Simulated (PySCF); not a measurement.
Ti(F)3(OH) (F3HOTi), SMILES [F][Ti]([F])([OH])[F], multiplicity 1. Atoms are numbered in the order given.

```xyz
6

Ti     0.0000     0.0000    -0.0087
F      1.4132    -0.8159    -0.6027
F      0.0000     1.6318    -0.6027
F     -1.4132    -0.8159    -0.6027
O      0.0000     0.0000     1.7227
H      0.0000     0.0000     2.6823
```

Coordinates come from a PBE0-D3(BJ)/def2-SVP optimisation. A frequency run showed that this geometry is not a minimum. The multiplicity is an assumed one; no other spin state was optimised. The structure was generated by enumeration; whether it is a known compound was not checked. Other conformers were not sampled.

Two levels are set side by side: PBE/pcSseg-1 (PySCF) and PBE0/pcSseg-1 (PySCF). GIAO shifts against CFCl3 (¹⁹F), H2O (¹⁷O), TMS (¹H) at the same level; non-relativistic, no solvent, atoms listed together averaged. Differences are taken from unrounded values.

| quantity | PBE |
|---|---|
| δ(¹⁹F) of F2, F3, F4 (ppm) | 298.1 |
| δ(¹⁷O) of O5 (ppm) | 307.7 |
| δ(¹H) of H6 (ppm) | 4.18 |

These are the PBE values. What does PBE0 give? (The exact figures need the calculation; the answer reports its results.)


| quantity | PBE0 | PBE minus PBE0 |
|---|---|---|
| δ(¹⁹F) of F2, F3, F4 (ppm) | 303.0 | -4.8 |
| δ(¹⁷O) of O5 (ppm) | 302.0 | 5.7 |
| δ(¹H) of H6 (ppm) | 3.75 | 0.43 |

Rough cost on one machine, each run with all the roots and properties that it gave: PBE0 against PBE within a factor of 2.
